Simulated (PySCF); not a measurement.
## Stretching BeH

Set-up: Be def2-TZVPP, H def2-TZVPP; no relativity (PySCF 2.14). Energies in eV from Be + H in their ground configurations at the same level. State: ²Σ⁺ (doublet), unpaired electrons σ ↑.

All columns are r²SCAN. A positive dipole means Be(−)H(+).

| R (Å) | E (eV) | μ (D) | Mulliken charge on Be (basis-dependent) | HOMO (eV) | LUMO (eV) | Mayer bond order | ⟨S²⟩ |
| --- | --- | --- | --- | --- | --- | --- | --- |
| 1.165 | -2.241 | 0.03 | 0.07 | -4.81 | -1.78 | 0.99 | 0.75 |
| 1.220 | -2.415 | -0.05 | 0.08 | -4.85 | -1.80 | 0.98 | 0.75 |
| 1.274 | -2.517 | -0.13 | 0.09 | -4.88 | -1.83 | 0.97 | 0.75 |
| 1.314 | -2.557 | -0.20 | 0.10 | -4.91 | -1.84 | 0.97 | 0.75 |
| 1.355 | -2.570 | -0.27 | 0.11 | -4.95 | -1.86 | 0.96 | 0.75 |
| 1.396 | -2.560 | -0.35 | 0.11 | -4.98 | -1.89 | 0.96 | 0.75 |
| 1.450 | -2.518 | -0.45 | 0.12 | -5.03 | -1.95 | 0.95 | 0.75 |
| 1.518 | -2.430 | -0.57 | 0.13 | -5.09 | -2.11 | 0.94 | 0.75 |
| 1.599 | -2.286 | -0.73 | 0.14 | -5.16 | -2.29 | 0.93 | 0.76 |
| 1.707 | -2.053 | -0.93 | 0.15 | -5.27 | -2.52 | 0.91 | 0.76 |

A fit through these points gives, at Re = 1.357 Å, μ = -0.28 D and dμ/dR = -1.77 D/Å; the reduced mass is 0.9065 u.

Question: How strong is the fundamental in the double-harmonic approximation, I = 42.26·(dμ/dR)²/μred km/mol?

Answer: I = 42.26·(-1.77)²/0.9065 = 146 km/mol at r²SCAN.

The state is the lowest determinant that a PBE0 search found; another state may lie lower at other levels.
